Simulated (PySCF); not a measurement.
H2BFOSe (SMILES OB(F)[SeH]), singlet, geometry from GFN2-xTB. Base run: B3LYP/6-31G, polarisability (PySCF).

Here is a job for PySCF.
```python
from pyscf import gto, scf, dft
from pyscf.prop import polarizability

mol = gto.M(
    atom='''
B    -0.56584048    0.64291002   -0.39835095
F    -1.70676336    0.28414424   -0.97903305
O    -0.17925617    1.91282759   -0.35599184
H    -0.74222450    2.57759269   -0.75569796
Se    0.55283671   -0.70187297    0.39911036
H     1.56989825    0.21161924    0.83693272
''',
    basis='6-31g',
    verbose=4,
)

mf = dft.RKS(mol)
mf.xc = 'b3lyp'
mf.kernel()
alpha = mf.Polarizability().polarizability()[2, 2]
print('alpha_zz =', alpha)
```

The base run was repeated with changes; each row names its change, and settings that it needs were set with it.

```
change                                         alpha_zz (bohr³)  basis functions  core-seconds (rough)
---------------------------------------------  ----------------  ---------------  --------------------
base                                                      26.47               58                     8
finite field (a.u.) = 0.02; conv_tol = 1e-11              26.50               58                    10
finite field (a.u.) = 0.001; conv_tol = 1e-6              26.54               58                     8
finite field (a.u.) = 0.001; conv_tol = 1e-11             26.47               58                     8
finite field (a.u.) = 2e-4; conv_tol = 1e-11              26.47               58                    10
functional = pbe                                          27.38               58                     9
basis = def2-SVPD                                         42.63              123                    30
functional = pbe0                                         26.46               58                     7
basis = aug-cc-pVDZ                                       41.92              123                    30
finite field (a.u.) = 0.05; conv_tol = 1e-11              26.67               58                    10
finite field (a.u.) = 2e-4; conv_tol = 1e-6               18.56               58                     6
basis = STO-3G                                             9.58               35                     5
```

Finite-field rows take the second difference of the energy in a field along z; a small field with loose convergence shows SCF noise divided by the square of the field, and a large one adds hyperpolarisability.
